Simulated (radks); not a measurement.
Spherical quantum dot in the effective-mass picture: electrons in a parabolic well V = omega^2 r^2 / 2 with omega = 0.369, all in effective atomic units (hartree* = m*/eps^2 hartree, bohr* = eps/m* bohr), one dielectric constant everywhere. Method: non-relativistic Kohn-Sham, PBEsol, spin-polarised, spherical densities; computed with a radial shooting solver with Libxc functionals. Levels are named by radial order and angular momentum (1s, 1p, 1d, 2s, ...), and open shells are averaged over m.

N = 7, configuration 1s2 1p(up 3, down 2). This is the lowest configuration that the search found. Occupied and some empty levels:

level,occupation,eigenvalue (hartree*),<r> (bohr*)
1s up,1,2.5674,2.573
1s down,1,2.5834,2.560
1p up,3,2.7628,3.145
1p down,2,2.7807,3.148
1d up,0,2.9941,3.569
1d down,0,3.0115,3.578
2s up,0,3.0680,3.105
2s down,0,3.0793,3.111
1f up,0,3.2518,3.925
1f down,0,3.2680,3.937

Energy (hartree*): total 12.1414, kinetic 1.7852, external 4.6886, Hartree 7.3703, exchange-correlation -1.7028.
